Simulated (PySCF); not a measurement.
Bonds (- single, = double, # triple, : aromatic): C1-C2, C2#C3, C3-C4, C4=C5, C5=O6, C4-C7, C7-Si8, Si8-O9, O9-C10. C1 carries H11, H12, H13; C7 carries H14, H15; Si8 carries H16, H17; C10 carries H18, H19, H20.

[PySCF 2.14: GFN2-xTB geometry; shielding tensors at PBE0/pcSseg-1 (GIAO); single conformer; no solvent; rapidly exchanging positions averaged; relativity neglected]

δ = σ(ref) − σ, references computed at the same level: ¹³C (σ = 186.93 ppm) and ¹H (σ = 31.72 ppm) and ²⁹Si (σ = 349.16 ppm) against TMS; ¹⁷O (σ = 336.08 ppm) against H2O.

```csv
atoms,nucleus,count,δ (ppm)
C2,¹³C,1,105.8
C7,¹³C,1,11.8
C4,¹³C,1,18.8
H18/H19/H20,¹H,3,3.80
H14/H15,¹H,2,1.55
O9,¹⁷O,1,-0.3
Si8,²⁹Si,1,-19.0
H11/H12/H13,¹H,3,2.19
O6,¹⁷O,1,420.7
H16/H17,¹H,2,?
C3,¹³C,1,?
C5,¹³C,1,219.2
C10,¹³C,1,?
C1,¹³C,1,?
```

Estimate the values marked ?.

Results:


- C3: 72.3 ppm, alkyne carbon; sp carbons lie upfield of alkene carbons because the cylindrical π system leaves one tensor component strongly shielded
- C10: 54.3 ppm, methyl carbon bonded to O; pulled downfield by the heteroatom
- C1: 6.3 ppm, propargylic methyl carbon; saturated and bonded to C and H only
- H16/H17: 4.88 ppm, hydrogen on a silicon bonded to C, O

Shifts are as computed. Against solution values, carbons near 30 ppm lie about +3 ppm off and those near 130 ppm about +5 ppm. Of 1309 compounds with measured shifts, 239 miss one by over three times the rms of a fit or turn the order of signals round; such compounds aren't used in these exercises. Unscaled 17O shifts of doubly bonded oxygen tend to come out too high, by tens of ppm or more. Experimental scales use liquid or dissolved standards, which lie at an offset from isolated H2O (liquid H2O: subtract about 36 ppm).
